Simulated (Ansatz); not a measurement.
System: C₇H₁₃, net charge 0, doublet state. It need not be the lowest isomer of its formula. SMILES: CC/C(C)=C/[CH]C
Geometry from a B3LYP-D3(BJ)/def2-TZVP (Ansatz, an electronic-structure program) optimisation:
```xyz
20

C      3.2140     0.4936     0.3838
C      1.9361    -0.0383    -0.1700
C      0.6932     0.4673     0.1436
C     -0.5362     0.0306    -0.3364
C     -0.6456    -1.1017    -1.3125
C     -1.8104     0.6429     0.1604
C     -2.6454    -0.3149     1.0249
H      3.7699    -0.2783     0.9278
H      3.0377     1.3252     1.0682
H      3.8809     0.8475    -0.4104
H      2.0122    -0.8726    -0.8587
H      0.6682     1.2966     0.8480
H     -0.5223    -2.0747    -0.8227
H      0.1186    -1.0409    -2.0903
H     -1.6217    -1.1082    -1.8005
H     -1.5859     1.5439     0.7359
H     -2.4216     0.9587    -0.6945
H     -2.9118    -1.2175     0.4721
H     -3.5717     0.1624     1.3509
H     -2.0866    -0.6190     1.9119
```
Charge 0, spin multiplicity 2.

Parts of the frozen-core correlation energy in 6-31G (Ansatz, hartree). Frozen orbitals: 7; correlated occupied orbitals by spin: 21 and 20; virtual: 61 and 62. UHF or UKS for open shells. Spin-orbit coupling is left out. No relativistic terms.

| term | value |
|---|---|
| reference (HF) | -272.51107 |
| MP2 opposite-spin | [?] |
| MP2 same-spin | -0.13148 |
| CCSD correlation | [?] |
| (T) | [?] |
| T1 diagnostic | 0.020 |
| largest doubles amplitude | 0.078 |
| <S^2> of the reference | 0.963 |

Problem. Complete the blanks.

Solution. 
- MP2 opposite-spin, value: -0.46610
- CCSD correlation, value: -0.68917
- (T), value: -0.01794
